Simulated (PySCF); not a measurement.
H₄GeOSi, singlet, geometry from GFN2-xTB, with bond 3-2 at 1.4 times its length; CASSCF(4,6)/6-31G (PySCF).

Input for PySCF:
```python
from pyscf import gto, scf, mcscf
import numpy

mol = gto.Mole()
mol.atom = '''
    Ge    0.10517710   -0.42870975    0.63876392
    O     1.05401629   -1.30243574   -0.57312911
    H     1.23784732   -1.00110484   -1.86363837
    Si   -0.72812118    1.40637456   -0.78052652
    H    -1.43039825    2.47875116   -0.06239091
    H    -1.68173669    0.96166756   -1.81538089
    H     0.32270971    2.09573477   -1.55534777
'''
mol.basis = '6-31g'
mol.verbose = 4
mol.build()

mf = scf.RHF(mol)
mf.kernel()
mc = mcscf.CASSCF(mf, 6, 4)
mc.fix_spin_(ss=0.0)
mc.kernel()
occ = numpy.linalg.eigvalsh(mc.fcisolver.make_rdm1(mc.ci, mc.ncas, mc.nelecas))[::-1]
ss = mc.fcisolver.spin_square(mc.ci, mc.ncas, mc.nelecas)[0]
print('natural occupations', occ.round(4), ' <S^2>', round(ss, 4))
```

Problem. Predict the main parts of the log of this PySCF run.

Solution. 
```
PySCF version 2.14.0

[INPUT] verbose = 4
[INPUT] num. atoms = 7
[INPUT] num. electrons = 58
[INPUT] charge = 0
[INPUT] spin (= nelec alpha-beta = 2S) = 0
[INPUT] symmetry False subgroup None
[INPUT] Mole.unit = angstrom
[INPUT] Symbol           X                Y                Z      unit          X                Y                Z       unit  Magmom
[...]
nuclear repulsion = 236.983074818259
number of shells = 31
number of NR pGTOs = 174
number of NR cGTOs = 57
basis = 6-31g
ecp = {}

******** <class 'pyscf.scf.hf.RHF'> ********
method = RHF
initial guess = minao
damping factor = 0
level_shift factor = 0
DIIS = <class 'pyscf.scf.diis.CDIIS'>
diis_start_cycle = 1
diis_space = 8
diis_damp = 0
SCF conv_tol = 1e-09
SCF conv_tol_grad = None
SCF max_cycles = 50
direct_scf = True
direct_scf_tol = 1e-13
Set gradient conv threshold to 3.16228e-05
Initial guess from minao.
init E= -2439.91067111579
[...]
cycle= 1 E= -2440.89828389612  delta_E= -0.988  |g|= 0.547  |ddm|= 2.39
[...]
cycle= 2 E= -2440.92215585158  delta_E= -0.0239  |g|= 0.515  |ddm|= 0.822
[...]
cycle= 3 E= -2440.97662455042  delta_E= -0.0545  |g|= 0.0385  |ddm|= 0.36
[...]
cycle= 4 E= -2440.97786479499  delta_E= -0.00124  |g|= 0.0134  |ddm|= 0.114
[...]
cycle= 5 E= -2440.97798265925  delta_E= -0.000118  |g|= 0.00545  |ddm|= 0.031
[...]
cycle= 6 E= -2440.97800881629  delta_E= -2.62e-05  |g|= 0.00124  |ddm|= 0.0186
[...]
cycle= 7 E= -2440.978010379  delta_E= -1.56e-06  |g|= 0.000349  |ddm|= 0.00397
[...]
cycle= 8 E= -2440.97801051841  delta_E= -1.39e-07  |g|= 0.000125  |ddm|= 0.00107
[...]
cycle= 9 E= -2440.97801053949  delta_E= -2.11e-08  |g|= 3.83e-05  |ddm|= 0.000437
[...]
cycle= 10 E= -2440.97801054165  delta_E= -2.16e-09  |g|= 1.03e-05  |ddm|= 0.000157
[...]
cycle= 11 E= -2440.97801054179  delta_E= -1.35e-10  |g|= 3.97e-06  |ddm|= 3.56e-05
[...]
Extra cycle  E= -2440.97801054179  delta_E= -3.64e-12  |g|= 2.85e-06  |ddm|= 7.8e-06
converged SCF energy = -2440.97801054179

******** <class 'pyscf.mcscf.mc1step.CASSCF'> ********
CAS (2e+2e, 6o), ncore = 27, nvir = 24
max_cycle_macro = 50
max_cycle_micro = 4
conv_tol = 1e-07
conv_tol_grad = None
orbital rotation max_stepsize = 0.02
orbital rotation threshold for CI restart = 0.01
augmented hessian ah_max_cycle = 30
augmented hessian ah_conv_tol = 1e-12
augmented hessian ah_linear dependence = 1e-14
augmented hessian ah_level shift = 1e-08
augmented hessian ah_start_tol = 2.5
augmented hessian ah_start_cycle = 3
[...]
CASCI E = -2440.98368769448  S^2 = 0.0000000
[...]
macro iter  40 ( 21 JK    4 micro), CASSCF E = -2441.03399036340  dE = -4.62322269e-05  S^2 = 0.0000000
               |grad[o]|=0.00254  |grad[c]|=0.012  |ddm|=0.0147  |maxRot[o]|=0.0277
macro iter  41 ( 21 JK    4 micro), CASSCF E = -2441.03401095969  dE = -2.05962842e-05  S^2 = 0.0000000
               |grad[o]|=0.0021  |grad[c]|=0.0123  |ddm|=0.0147  |maxRot[o]|=0.0217
macro iter  42 ( 20 JK    4 micro), CASSCF E = -2441.03396095142  dE =  5.00082642e-05  S^2 = 0.0000000
               |grad[o]|=0.00187  |grad[c]|=0.00742  |ddm|=0.00853  |maxRot[o]|=0.0248
macro iter  43 ( 21 JK    4 micro), CASSCF E = -2441.03408028394  dE = -1.19332515e-04  S^2 = 0.0000000
               |grad[o]|=0.00206  |grad[c]|=0.00283  |ddm|=0.00226  |maxRot[o]|=0.048
macro iter  44 ( 20 JK    4 micro), CASSCF E = -2441.03409882821  dE = -1.85442736e-05  S^2 = 0.0000000
               |grad[o]|=0.00113  |grad[c]|=0.00489  |ddm|=0.00505  |maxRot[o]|=0.0114
macro iter  45 ( 17 JK    4 micro), CASSCF E = -2441.03409833128  dE =  4.96928806e-07  S^2 = 0.0000000
               |grad[o]|=0.00105  |grad[c]|=0.00509  |ddm|=0.00522  |maxRot[o]|=0.00228
macro iter  46 ( 21 JK    4 micro), CASSCF E = -2441.03414104364  dE = -4.27123573e-05  S^2 = 0.0000000
               |grad[o]|=0.00113  |grad[c]|=0.00161  |ddm|=0.00144  |maxRot[o]|=0.0355
macro iter  47 ( 14 JK    4 micro), CASSCF E = -2441.03414780463  dE = -6.76098898e-06  S^2 = 0.0000000
               |grad[o]|=0.000477  |grad[c]|=0.00232  |ddm|=0.00274  |maxRot[o]|=0.0117
macro iter  48 ( 13 JK    4 micro), CASSCF E = -2441.03415480953  dE = -7.00490091e-06  S^2 = 0.0000000
               |grad[o]|=0.000597  |grad[c]|=0.00132  |ddm|=0.00169  |maxRot[o]|=0.0127
macro iter  49 ( 13 JK    3 micro), CASSCF E = -2441.03415936869  dE = -4.55915870e-06  S^2 = 0.0000000
               |grad[o]|=0.000336  |grad[c]|=0.000579  |ddm|=0.000944  |maxRot[o]|=0.0149
macro iter  50 (  7 JK    1 micro), CASSCF E = -2441.03416011093  dE = -7.42236807e-07  S^2 = 0.0000000
               |grad[o]|=0.000131  |grad[c]|=0.00077  |ddm|=0.000228  |maxRot[o]|=0.00543
1-step CASSCF not converged,  50 macro (902 JK 195 micro) steps
CASSCF canonicalization
Density matrix diagonal elements [1.96415212 1.96362811 0.0291494  0.02413252 0.00922489 0.00971296]
CASSCF energy = -2441.03416011093
CASCI E = -2441.03416011093  E(CI) = -5.84055448175332  S^2 = 0.0000000
natural occupations [1.9694e+00 1.9649e+00 3.2800e-02 2.9200e-02 2.0000e-03 1.7000e-03]  <S^2> 0.0
```

The run did not converge; its last values are not results.
